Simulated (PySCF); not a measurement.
Static response to an electric field

Species: C4H10O2S.
SMILES with atom numbers: `[CH3:1][CH:2]([CH3:3])[S:4]([CH3:5])(=[O:6])=[O:7]` (hydrogens: H8, H9, H10 on C1; H11 on C2; H12, H13, H14 on C3; H15, H16, H17 on C5)

Geometry (PBE0-D3(BJ)/def2-SVP, Å), atoms numbered from 1 in this order:
```
atom  x, y, z in Å
C1    -1.224    1.616   -0.594
C2    -0.524    0.476    0.131
C3    -1.107   -0.888   -0.186
S4     1.221    0.564   -0.367
C5     2.084   -0.602    0.675
O6     1.714    1.895   -0.011
O7     1.312    0.082   -1.746
H8    -0.755    2.580   -0.357
H9    -1.172    1.462   -1.682
H10   -2.283    1.650   -0.297
H11   -0.507    0.670    1.217
H12   -0.982   -1.110   -1.256
H13   -0.632   -1.694    0.394
H14   -2.181   -0.899    0.052
H15    1.939   -0.331    1.728
H16    3.140   -0.483    0.396
H17    1.750   -1.624    0.462
```

Level: CAM-B3LYP/def2-SVPD (PySCF), static field, nuclei fixed, core orbitals frozen in the response. The polarisability tensor in these axes (au):

```
x   82.78 -1.68  2.79
y   -1.68 76.16 -1.90
z    2.79 -1.90 69.69
```

Problem. Give the principal values, the mean and the anisotropy Δα = √{½[(α1 − α2)² + (α2 − α3)² + (α1 − α3)²]}.

Solution. Principal values 68.79, 75.95 and 83.89 au; mean 76.21 au = 11.29 Å³ = 12.57 × 10⁻⁴⁰ C²·m²/J; Δα = 13.08 au (17 % of the mean).

Problem. What is the dipole moment, and where does it point?

Solution. (-2.31, -2.76, 3.22) D, 4.83 D in size, pointing from the negative to the positive side. Measured along this direction, the outermost atoms are O6 and O7 at the negative end and H14 and H13 at the positive end.

Problem. Find the Langevin capture rate constant for H3O+ (19.018 u) meeting this molecule (122.040 u), k = 2.342 × 10⁻⁹ cm³/s × √(α in Å³ / reduced mass in u).

Solution. The reduced mass is 16.45 u, so k = 1.94 × 10⁻⁹ cm³/s. The formula leaves out the permanent dipole, which adds to the capture rate.

Problem. Refractivity n − 1 of an ideal gas of it at 400 K and 1 atm, from the electronic α?

Solution. N = p/kT = 1.8347 × 10¹⁹ cm⁻³, so n − 1 = 2π × N × 11.29 × 10⁻²⁴ cm³ = 1302 × 10⁻⁶ at long wavelengths, for an ideal gas.

Problem. Orientational against electronic polarisability at 250 K (dilute gas, rigid molecules)?

Solution. In Gaussian units μ²/3kT = 224.97 Å³ against 11.29 Å³, a ratio of 19.92; the Debye molar polarisation (4π/3)N_A(α + μ²/3kT) is 596.0 cm³/mol, leaving out the vibrational part.

Geometry: PBE0-D3(BJ)/def2-SVP, one conformer, isolated molecule.
